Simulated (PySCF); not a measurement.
**Electric field gradients and quadrupole coupling constants**

C5H9BO3.
Geometry (PBE0-D3(BJ)/def2-SVP, Å), atoms numbered from 1 in this order:
```
atom  x, y, z in Å
C1    -3.106   -0.433    0.519
C2    -1.742   -0.521   -0.117
O3    -0.851    0.267    0.637
C4     0.446    0.302    0.251
C5     1.241    1.332    0.778
O6     2.486    1.427    0.572
B7     3.189    0.191   -0.013
O8     2.259   -0.319   -1.102
C9     1.011   -0.377   -0.831
H10   -3.462    0.607    0.529
H11   -3.828   -1.045   -0.041
H12   -3.070   -0.796    1.556
H13   -1.774   -0.162   -1.165
H14   -1.388   -1.571   -0.142
H15    0.754    2.148    1.333
H16    3.227   -0.651    0.878
H17    4.240    0.531   -0.504
H18    0.389   -0.918   -1.556
```

Field gradients from the PBE0/pcSseg-1 density (PySCF, non-relativistic), principal values in atomic units, ordered |Vxx| ≤ |Vyy| ≤ |Vzz|:

```
atom      Vxx      Vyy      Vzz
  O3  -0.1482  -1.8289   1.9771
  O6  -0.0857  -1.0731   1.1588
  B7   0.0351   0.2491  -0.2842
  O8  -0.2939  -0.9830   1.2769
```

Q: Find the asymmetry η = (Vxx − Vyy)/Vzz and the couplings χ = eQV/h (234.96 MHz × Q in barn × V in au), with Q(17O) = −0.0256 b, Q(11B) = 0.04059 b.

A: 
| atom | environment | nucleus | η | χzz (MHz) | χxx (MHz) | χyy (MHz) |
| --- | --- | --- | --- | --- | --- | --- |
| O3 | ether oxygen | 17O | 0.85 | -11.89 | 0.89 | 11.00 |
| O6 | oxygen bonded to B and C | 17O | 0.85 | -6.97 | 0.52 | 6.45 |
| B7 | four-coordinate boron | 11B | 0.75 | -2.710 | 0.335 | 2.375 |
| O8 | oxygen bonded to B and C | 17O | 0.54 | -7.68 | 1.77 | 5.91 |

Q: What is Vzz at O8 in SI units (1 au = 9.71736 × 10²¹ V/m²)?

A: 1.2769 au = 12.408 × 10²¹ V/m².

Were the hydrogens deuterons (Q(2H) = 0.00286 b), χzz would run from 124 kHz (H16) to 197 kHz (H11 and H10).

Geometry: PBE0-D3(BJ)/def2-SVP, one conformer, isolated molecule. These gradients aren't converged with respect to the basis.

These values come from a run that also computed NMR shieldings. Hardware: Intel Xeon at 2.50 GHz, one thread (shared host). Cost: 1.7 min of wall time, 1.0 GiB resident at most.
